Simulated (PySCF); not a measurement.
Compounds:

A. `FC(/C(C=C)=C\C)=O`
B. `Cc1cccn1C`
C. SMILES C#Cc1n[nH]nc1F

Spectrum 1. 1H NMR (400 MHz, computed): δ 10.22 (br s, 1H), 3.05 (d, J = 1.0 Hz, 1H). 13C{1H} NMR (computed): δ 175.0 (C, d, J = 335.6 Hz), 120.4 (C, d, J = 12.8 Hz), 95.0 (CH), 75.2 (C, d, J = 5.1 Hz).

Spectrum 2. 1H NMR (400 MHz, computed): δ 6.42 (m, 1H), 6.15 (m, 1H), 6.14 (m, 1H), 3.59 (s, 3H), 2.30 (s, 3H). 13C{1H} NMR (computed): δ 130.1 (C), 123.7 (CH), 113.3 (CH), 112.0 (CH), 35.1 (CH3), 14.5 (CH3).

Spectrum 3. 1H NMR (400 MHz, computed): δ 6.77 (dqd, J = 11.5, 8.7, 1.1 Hz, 1H), 6.52 (d of d of quint, J = 18.9, 12.8, 1.0 Hz, 1H), 5.82 (d of d of quint, J = 18.9, 8.9, 1.1 Hz, 1H), 5.76 (d of d of quint, J = 12.8, 2.8, 1.1 Hz, 1H), 2.39 (dq, J = 8.7, 1.1 Hz, 3H). 13C{1H} NMR (computed): δ 166.1 (C, d, J = 406.2 Hz), 159.8 (CH, d, J = 9.4 Hz), 141.3 (CH, d, J = 5.9 Hz), 135.3 (C, d, J = 54.8 Hz), 128.1 (CH2), 20.1 (CH3).

Gas phase, a single conformation, no relativistic terms, fast rotation and ring inversion assumed for equivalent nuclei. J: B3LYP/pcJ-1 (spin–dipole term left out of most H,H and C,H couplings); shielding tensors at PBE0/pcSseg-1 (GIAO); GFN2-xTB geometry; PySCF.

Scale: TMS for 1H, 13C (reference shieldings calculated alike). Multiplet labels drop J under 1 Hz and among equivalent protons, and merge close values. Unscaled 3J(H,H) run several per cent high. Where no couplings were computed, multiplicities follow the n + 1 count of equivalent neighbours, and m marks all less simple cases (inequivalent or close neighbours, rings, F or P nearby). One-bond C–F couplings are unscaled and too large by tens of Hz. Shifts are as computed. Against solution values, carbons near 30 ppm lie about +3 ppm off and those near 130 ppm about +5 ppm. Of 1211 compounds with measured shifts, 218 miss one by over three times the rms of a fit or turn the order of signals round; such compounds aren't used in these exercises. OH and NH positions are gas-phase values without hydrogen bonding to other molecules.

Question: Which spectrum belongs to which compound?

Answer: 1–C, 2–B, 3–A.

- Spectrum 1 (C): 4 13C signals; δC 175.0 is an aromatic carbon bearing fluorine; δC 95.0 is a terminal alkyne carbon.
- Spectrum 2 (B): 6 13C signals; δC 35.1 is a methyl carbon bonded to N; δC 14.5 is a methyl carbon on an aromatic ring.
- Spectrum 3 (A): 6 13C signals; δC 159.8 is a β carbon of a C=C–C=O unit; δC 141.3 is an alkene CH.
